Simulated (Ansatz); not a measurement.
Molecule: CH5AlO2, net charge 0, singlet state. 
Geometry from a B3LYP-D3(BJ)/def2-TZVP (Ansatz, a program for electronic structure) optimisation:
```xyz
9

Al     0.0360     0.0341     0.0018
C     -1.4368    -1.2196    -0.1085
H     -1.1266    -2.1422    -0.6057
H     -2.2794    -0.8034    -0.6623
H     -1.7868    -1.5010     0.8875
O     -0.0899     1.5286    -0.8023
H      0.5753     2.2168    -0.8164
O      1.4113    -0.4060     0.9020
H      2.1984     0.1240     1.0268
```
Charge 0, spin multiplicity 1.

Computed values are from Ansatz. Correlated levels leave the core frozen unless marked. Open shells are spin-unrestricted. No spin-orbit coupling. Non-relativistic. CBS marks a two-point X^-3 extrapolation of the correlation energy; Hartree-Fock from the larger set. The bracket is a focal-point correction in the basis named.

What is the T1 diagnostic at CCSD/cc-pV(Q+d)Z?

0.011.

What is the atomisation energy De at CCSD(T)/CBS(cc-pV(T+d)Z,cc-pV(Q+d)Z)?

826.0 kcal/mol.

What is the total energy at CCSD(T)/CBS(cc-pV(T+d)Z,cc-pV(Q+d)Z)?

-433.5477 Eh.

What is the vertical ionisation energy (to the doublet) at RI-MP2/CBS(aug-cc-pV(T+d)Z,aug-cc-pV(Q+d)Z)+[CCSD(T)-MP2]/aug-cc-pV(T+d)Z?

11.27 eV.

What is the dipole moment at CCSD(T)/aug-cc-pV(D+d)Z?

1.56 D.
